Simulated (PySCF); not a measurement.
**Distorted geometries of [La(NH2)4]−**

[La(NH2)4]− (singlet). PySCF 2.14.0, RKS TPSS, La lcecp-1-SVP with ECP46, N def2-SVP, H def2-SVP; non-relativistic Hamiltonian with scalar-relativistic core potentials where named; density fitting; no spin-orbit coupling. Relaxed geometry:

```xyz
13

La    0.0000    0.0000    0.0000
N     1.4394    1.3123    1.4077
H     1.4382    1.4965    2.4211
H     2.3084    1.7524    1.0675
N    -1.4393   -1.4077    1.3123
H    -2.3083   -1.0672    1.7527
H    -1.4384   -2.4210    1.4965
N     1.4394   -1.3123   -1.4077
H     2.3084   -1.7524   -1.0675
H     1.4382   -1.4965   -2.4211
N    -1.4393    1.4077   -1.3123
H    -1.4384    2.4210   -1.4965
H    -2.3083    1.0672   -1.7527
```

Problem. Order these distorted geometries by energy above the relaxed one, lowest first.
A.
```xyz
13

La   -0.2998    0.1293   -0.1673
N     1.3495    1.0544    1.6150
H     1.3783    1.5403    2.4181
H     2.3878    1.9689    0.8993
N    -1.5073   -1.2547    1.4834
H    -2.0536   -1.0892    1.7867
H    -1.5439   -2.5110    1.3350
N     1.3153   -1.4726   -1.4008
H     2.5127   -1.8087   -1.0723
H     1.4005   -1.5197   -2.3195
N    -1.2193    1.5263   -1.1309
H    -1.5434    2.3895   -1.4012
H    -2.1767    1.0471   -2.0455
```
B.
```xyz
13

La    0.0635    0.0003   -0.1017
N     1.4728    1.3548    1.4694
H     1.3394    1.5740    2.4800
H     2.3366    1.7193    1.0635
N    -1.4924   -1.3015    1.3170
H    -2.2259   -1.1732    1.8383
H    -1.4837   -2.4182    1.3630
N     1.4173   -1.3888   -1.3790
H     2.2399   -1.7244   -1.0700
H     1.4320   -1.4925   -2.5117
N    -1.4348    1.3729   -1.2346
H    -1.3676    2.4659   -1.5293
H    -2.2973    1.0113   -1.7049
```
C.
```xyz
13

La    0.0440    0.0388    0.0804
N     1.3766    1.2465    1.3912
H     1.4528    1.5322    2.3630
H     2.2701    1.8036    1.0897
N    -1.3925   -1.3589    1.3756
H    -2.3149   -1.1257    1.6579
H    -1.5079   -2.5825    1.4278
N     1.4262   -1.2901   -1.4140
H     2.3535   -1.7920   -1.0182
H     1.4332   -1.4852   -2.3993
N    -1.4013    1.5367   -1.3108
H    -1.4313    2.4055   -1.4985
H    -2.3083    1.0710   -1.7446
```

Solution. B (1.41 eV), C (1.76 eV), A (15.99 eV).

Problem. Which forces (eV/Å) act in the one that lies 1.41 eV up?

Solution. 
```
La  -0.40  0.24  2.30
N   -1.30 -0.90 -0.49
H    0.62  0.12 -0.75
H    0.42  0.39  0.57
N    6.04 -3.88 -4.29
H   -5.99  1.72  4.18
H    0.40  2.34 -0.35
N   -3.89  1.26 -5.11
H    4.38 -1.91  1.39
H    0.10  0.14  3.11
N   -0.44  3.00 -1.53
H   -0.35 -2.91  0.74
H    0.41  0.39  0.22
```
Forces carry noise of the integration grid, about 0.01 to 0.03 eV/Å.

No frequency check is given that shows the relaxed geometry to be a minimum.
